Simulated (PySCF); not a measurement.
Computed shifts of a molecule CH6O2Si2, PBE0/pcSseg-1 (PySCF), GIAO, gas phase, equivalent atoms averaged, in ppm (number of nuclei): ¹³C: 251.0 (1). ²⁹Si: -34.0 (1), -52.2 (1). ¹H: 12.42 (1), 5.43 (3), 4.92 (2). References: ¹⁷O against H2O (σ = 334.2 ppm); ¹³C against TMS (σ = 186.3 ppm); ²⁹Si against TMS (σ = 352.7 ppm); ¹H against TMS (σ = 31.56 ppm), references at their B3LYP-D3(BJ)/def2-TZVP geometries, non-relativistic. Geometry optimised at B3LYP-D3(BJ)/def2-SVP. One conformer was computed; it need not be the lowest.

Task: Which molecule gave these data?
A) O=C[SiH2]O[SiH3]
B) [SiH3]C1O[SiH2]O1
C) O=C([SiH3])[SiH2]O
D) O[Si@H]1OC[SiH2]1

Result: A, O=C[SiH2]O[SiH3]
